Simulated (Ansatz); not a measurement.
Consider the formal hydrolysis of the Si–Cl bond: `[NH2][GeH2][SiH2]Cl` + H₂O → `[NH2][GeH2][SiH2]O` + HCl.

Isolated molecules relaxed with PBE0-D4/def2-TZVP in Ansatz; ΔE leaves out vibrations. CBS: MP2 limit from def2 TZ/QZ plus the TZ coupled-cluster correction, frozen cores. This one scheme is used for every species. DFT in def2-TZVPP. For Ge outer-core shells are correlated without core-valence functions, which leaves a few kJ/mol of doubt a bond. Scalar relativity is left out up to krypton. One conformer a species, not always the lowest.

| level | ΔE (kJ/mol) |
| --- | --- |
| r2SCAN-D4 | 1.9 |
| ωB97X-V | 3.3 |
| PBE | 3.4 |
| HF/def2-TZVPP | 11.6 |
| SCS-MP2/def2-TZVPP | 3.3 |
| CCSD(T)/def2-TZVPP | 1.1 |
| HF/def2-QZVPP | 12.3 |
| MP2/CBS(def2) | 9.1 |

(1) What does CCSD(T)/CBS give? (Estimate.)

Largest T1 diagnostic among the species: 0.012.

Answers

(1) Computed: +6.1 kJ/mol. The listed levels differ from it by -4.2, -2.8, -2.7, 5.5, -2.8, -5.0, 6.2, 3.0 kJ/mol.

From PBE to PBE0 (25 % exact exchange), in def2-TZVPP and without D4, ΔE moves by +3.5 kJ/mol. In def2-TZVPP, CCSD(T) changes the Hartree–Fock value by −10.5 kJ/mol (the triples alone add −1.5 kJ/mol) and MP2 by −7.5 kJ/mol.
